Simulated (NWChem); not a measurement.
Species: CHBClNO2; SMILES O=C=NB(O)Cl

```xyz
7

B      0.3634    -0.4954     0.3771
Cl    -1.1339    -1.4494     0.2882
N      0.4166     0.7820    -0.2239
C      0.2402     1.8193    -0.7932
O      0.0982     2.8379    -1.3407
O      1.4446    -0.9796     1.0114
H      1.3017    -1.8560     1.3845
```
Atoms are numbered in this order, from 1.

Computed with NWChem. Pople sets run with spherical d functions. All runs use the structure optimised with PBE0/def2-SVP. Atomic charges in e: unrestrained fits to the electrostatic potential beside Mulliken populations; buried atoms are poorly determined by the fit.

Question: Predict the results for Hartree-Fock/6-31G*. Quantities: ESP B1; Mulliken B1; ESP Cl2; Mulliken Cl2; ESP N3; Mulliken N3; ESP C4; Mulliken C4; ESP O5; Mulliken O5; relative RMS misfit of the potential (%).

Answer: 
| Item | Result |
|---|---|
| ESP B1 | 0.79 |
| Mulliken B1 | 0.69 |
| ESP Cl2 | -0.29 |
| Mulliken Cl2 | -0.24 |
| ESP N3 | -0.57 |
| Mulliken N3 | -0.58 |
| ESP C4 | 0.76 |
| Mulliken C4 | 0.81 |
| ESP O5 | -0.45 |
| Mulliken O5 | -0.48 |
| relative RMS misfit of the potential (%) | 22 |
